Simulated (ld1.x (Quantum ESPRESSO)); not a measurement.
Results of a calculation; reference values are marked as such.
Potentials for oxygen (O) compared

Generated with ld1.x 7.5 (TM, RRKJ, ultrasoft, PAW), atompaw 4.2 or ONCVPSP 4.0.1. The cutoff is in Ry: for ld1.x and atompaw files where the sum of valence levels is converged to 10 mRy in a Bessel basis, for ONCV files where the hardest occupied wave has 1 mHa per electron of residual kinetic energy. The error is the largest all-electron minus pseudo excitation energy over each file’s own four to seven test configurations (ionisations up to +4, promotions, holes and added fractions of an electron), all of which were solved. The labels leave out finer settings (local radius, basis sizes, second energies), which also bear on the numbers. Spin-polarised tests are not counted. The rows are a selection from randomly drawn settings: files with unsolved tests, undetermined cutoffs or missed reference levels are left out.

| potential | cutoff (Ry) | largest error (meV) | bound ghosts |
| --- | --- | --- | --- |
| ultrasoft, PBEsol, scalar-relativistic, rc 0.70/1.15/0.95 (spd), local smoothed, core correction yes, reference 2s2 2p4 | 70 | +80 | none |
| TM, PBE, scalar-relativistic, rc 0.60/1.10/1.05 (spd), local smoothed, core correction no, reference 2s2 2p4 | 200 | +239 | none |
| PAW, BP86, scalar-relativistic, rc 0.70/1.80/1.70 (spd), local smoothed, core correction yes, reference 2s1 2p5 | 55 | -44 | none |
| ultrasoft, LDA (PZ), non-relativistic, rc 0.90/1.18/1.24 (spd), local smoothed, core correction no, reference 2s2 2p4 | 50 | +839 | none |

Problem. Fill in the row for O: PAW, BLYP, scalar-relativistic, rc 0.70/1.30 (sp), local smoothed, core correction yes, reference 2s2 2p4.

Solution. cutoff 70 Ry, largest error +323 meV, bound ghosts: none.
